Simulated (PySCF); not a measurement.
**Basis-set dependence of RbBe⁺ at MP2**

PySCF, RHF reference; singlet, unpaired electrons none; De to Rb⁺ + Be without counterpoise correction. Frozen cores follow the default of each basis and core potential.

| basis | relativity | functions | Re (Å) | ωe (cm⁻¹) | De (eV) | frozen orbitals |
| --- | --- | --- | --- | --- | --- | --- |
| def2-SVP | scalar-relativistic core potentials | 33 | 3.845 | 105 | 0.15 | 0 |
| def2-TZVP | scalar-relativistic core potentials | 52 | 3.777 | 106 | 0.17 | 0 |
| x2c-SVPall | spin-free X2C | 59 | 3.851 | 102 | 0.18 | 9 |

**Question.** How does each smaller set differ from the one with most functions, x2c-SVPall?

**Answer.** def2-SVP: -0.6 pm, +2.9 % in ωe, -0.03 eV in De; def2-TZVP: -7.4 pm, +3.9 % in ωe, -0.01 eV in De. All at MP2; the set with most functions is neither the basis-set limit nor always the best. The rows treat relativity differently, so the differences are not basis effects alone.

Correlated steps freeze the inner cores (0 to 9 orbitals); shallow outer-core shells are correlated. The bond is weak. Basis-set superposition, not corrected here, can be much of De in a small basis, most of all at correlated wavefunction levels. For an ion De counts to the pair picked by the measured ionisation energies or electron affinities, which need not be the lowest pair at this level.
